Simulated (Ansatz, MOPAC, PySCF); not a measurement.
Complex: N-methylmethanimine (SMILES C=NC) (first 8 atoms) with HF (SMILES F); geometry from B3LYP-D3(BJ)/def2-TZVP, rigid monomers moved along the line of their centres of mass till N2···H10 is 2.30 Å.
(charge 0, multiplicity 1):
```xyz
10

C     -0.871     0.982     0.085
N     -0.119     0.140     0.643
C      0.564    -0.862    -0.150
H     -1.377     1.727     0.693
H     -1.042     0.999    -0.995
H      0.344    -0.781    -1.220
H      1.639    -0.764     0.010
H      0.274    -1.851     0.208
F      0.298     0.207     3.880
H      0.177     0.184     2.923
```

Monomers are frozen at their geometry in the pair; levels with a basis set take the counterpoise correction. Rows marked so take none.

Rows in 6-31G* carry no dispersion term and start afresh at each structure (6-31G* with six Cartesian d functions). MP2/6-31G* freezes PySCF's default core. The state that PM7 reach isn't checked; PM7 holds dispersion and hydrogen-bond terms.

The values were computed with Ansatz (a first-principles code); MOPAC for PM7 (differences of heats of formation); PySCF for 6-31G* rows. 

Q: What is the computed interaction energy (PM7)?

A: -216 meV

Q: Give the interaction energy at the level wB97X-V/def2-TZVPPD.

A: -388 meV

Q: What is the computed interaction energy (MP2/6-31G* (no counterpoise))?

A: -430 meV
